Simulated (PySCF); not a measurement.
CdSe (SMILES [Se]=[Cd]), singlet, geometry from GFN2-xTB (such geometries of metal compounds can be far from the true shape) (all electrons, no relativity); PySCF with BLYP/3-21G.

Here is a job for PySCF.
```python
from pyscf import gto, scf, dft

mol = gto.Mole()
mol.atom = '''
    Cd   -0.000000   -0.000000   -0.959416
    Se    0.000000    0.000000    1.354470
'''
mol.basis = '3-21g'
mol.charge = 0
mol.spin = 0
mol.verbose = 4
mol.build()

mf = dft.RKS(mol)
mf.xc = 'blyp'
mf.grids.becke_scheme = dft.gen_grid.stratmann
mf.kernel()
```

What the program printed (banner, timings and long lists left out):

```
PySCF version 2.14.0

[INPUT] verbose = 4
[INPUT] num. atoms = 2
[INPUT] num. electrons = 82
[INPUT] charge = 0
[INPUT] spin (= nelec alpha-beta = 2S) = 0
[INPUT] symmetry False subgroup None
[INPUT] Mole.unit = angstrom
[INPUT] Symbol           X                Y                Z      unit          X                Y                Z       unit  Magmom
[INPUT]  1 Cd     0.000000000000   0.000000000000  -0.959416000000 AA    0.000000000000   0.000000000000  -1.813033479526 Bohr   0.0
[INPUT]  2 Se     0.000000000000   0.000000000000   1.354470000000 AA    0.000000000000   0.000000000000   2.559577343940 Bohr   0.0

nuclear repulsion = 373.232392702769
number of shells = 24
number of NR pGTOs = 135
number of NR cGTOs = 58
basis = 3-21g
ecp = {}

******** <class 'pyscf.dft.rks.RKS'> ********
method = RKS
initial guess = minao
damping factor = 0
level_shift factor = 0
DIIS = <class 'pyscf.scf.diis.CDIIS'>
diis_start_cycle = 1
diis_space = 8
diis_damp = 0
SCF conv_tol = 1e-09
SCF conv_tol_grad = None
SCF max_cycles = 50
direct_scf = True
direct_scf_tol = 1e-13
XC library pyscf.dft.libxc version 7.1.2
    S. Lehtola, C. Steigemann, M. J. T. Oliveira, and M. A. L. Marques,  SoftwareX 7, 1–5 (2018)
XC functionals = blyp
    A. D. Becke,  Phys. Rev. A 38, 3098 (1988)
    C. Lee, W. Yang, and R. G. Parr,  Phys. Rev. B 37, 785 (1988)
    B. Miehlich, A. Savin, H. Stoll, and H. Preuss,  Chem. Phys. Lett. 157, 200 (1989)
radial grids:
    Treutler-Ahlrichs [JCP 102, 346 (1995); DOI:10.1063/1.469408] (M4) radial grids

becke partition: Stratmann, Scuseria, Frisch. CPL, 257, 213 (1996); DOI:10.1016/0009-2614(96)00600-8
pruning grids: <function nwchem_prune>
grids dens level: 3
symmetrized grids: False
atomic radii adjust function: <function treutler_atomic_radii_adjust>
small_rho_cutoff = 0
Set gradient conv threshold to 3.16228e-05
Initial guess from minao.
tot grids = 42816
init E= -7819.95994921877
  HOMO = -0.303950065264508  LUMO = -0.186460344365122  gap/eV = 3.19706
cycle= 1 E= -7832.31899630065  delta_E= -12.4  |g|= 0.61  |ddm|= 2.08
  HOMO = -0.112117601894429  LUMO = -0.0532868863504226  gap/eV = 1.60087
cycle= 2 E= -7829.13493663041  delta_E= 3.18  |g|=  1.8  |ddm|=    4
  HOMO = -0.174082815248398  LUMO = -0.139915078247333  gap/eV = 0.92975
cycle= 3 E= -7832.5263171865  delta_E= -3.39  |g|= 0.175  |ddm|= 3.55
  HOMO = -0.168255122706362  LUMO = -0.159169701382315  gap/eV = 0.24723
cycle= 4 E= -7832.52490348107  delta_E= 0.00141  |g|= 0.162  |ddm|= 0.439
  HOMO = -0.1674337597973  LUMO = -0.157988011434672  gap/eV = 0.25703
cycle= 5 E= -7832.53112471628  delta_E= -0.00622  |g|= 0.0651  |ddm|= 0.149
  HOMO = -0.168517793526995  LUMO = -0.157998587299072  gap/eV = 0.28624
cycle= 6 E= -7832.53193754872  delta_E= -0.000813  |g|= 0.0545  |ddm|= 0.0249
  HOMO = -0.171653896289431  LUMO = -0.158786171999147  gap/eV = 0.35015
cycle= 7 E= -7832.5333761217  delta_E= -0.00144  |g|= 0.0188  |ddm|= 0.0613
  HOMO = -0.172542452201328  LUMO = -0.158463410909544  gap/eV = 0.38311
cycle= 8 E= -7832.53358165527  delta_E= -0.000206  |g|= 0.000456  |ddm|= 0.0382
  HOMO = -0.172531178267288  LUMO = -0.158479269786155  gap/eV = 0.38237
cycle= 9 E= -7832.53358177673  delta_E= -1.21e-07  |g|= 0.000214  |ddm|= 0.0016
  HOMO = -0.172538872562587  LUMO = -0.15847389627672  gap/eV = 0.38273
cycle= 10 E= -7832.53358180262  delta_E= -2.59e-08  |g|= 2.86e-05  |ddm|= 0.000515
  HOMO = -0.172537924599244  LUMO = -0.158474747724853  gap/eV = 0.38268
cycle= 11 E= -7832.53358180308  delta_E= -4.6e-10  |g|= 5.07e-07  |ddm|= 5.75e-05
  HOMO = -0.172538084429443  LUMO = -0.158474735139212  gap/eV = 0.38268
Extra cycle  E= -7832.53358180308  delta_E= -5.46e-12  |g|= 2.31e-06  |ddm|= 5.3e-06
converged SCF energy = -7832.53358180308
```
